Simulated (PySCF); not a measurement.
O²⁺ (oxygen, charge +2) across methods

[He] 2s2 2p2, high-spin 3P determinant. Computed with PySCF 2.14 in aug-cc-pVQZ-DK, with the spin-free X2C one-electron Hamiltonian (Gaussian nucleus).

| method | E (hartree) | mean ε 2s α (eV) | mean ε 2s β (eV) | mean ε 2p α (eV) | Σ⟨r²⟩ (bohr²) | ⟨S²⟩ |
| --- | --- | --- | --- | --- | --- | --- |
| MN15 | -73.2917 | -63.095 | -58.712 | -48.511 | 5.063 | 2.001 |
| PW91 | -73.3008 | -59.895 | -55.506 | -45.190 | 5.071 | 2.001 |
| revPBE | -73.3208 | -59.848 | -55.455 | -45.034 | 5.070 | 2.002 |
| LDA | -72.7591 | -59.545 | -55.277 | -44.980 | 5.100 | 2.001 |
| r2SCAN | -73.3072 | -61.247 | -55.724 | -46.118 | 5.044 | 2.003 |
| BLYP | -73.3337 | -59.608 | -55.450 | -45.027 | 5.077 | 2.001 |
| PBE0 | -73.2684 | -63.256 | -57.593 | -47.889 | 5.056 | 2.002 |
| PBE | -73.2539 | -59.814 | -55.442 | -45.053 | 5.074 | 2.001 |

Estimate the same row for UHF.

E (hartree) = -73.15808; mean ε 2s α (eV) = -72.818; mean ε 2s β (eV) = -62.407; mean ε 2p α (eV) = -55.787; Σ⟨r²⟩ (bohr²) = 5.038; ⟨S²⟩ = 2.005.
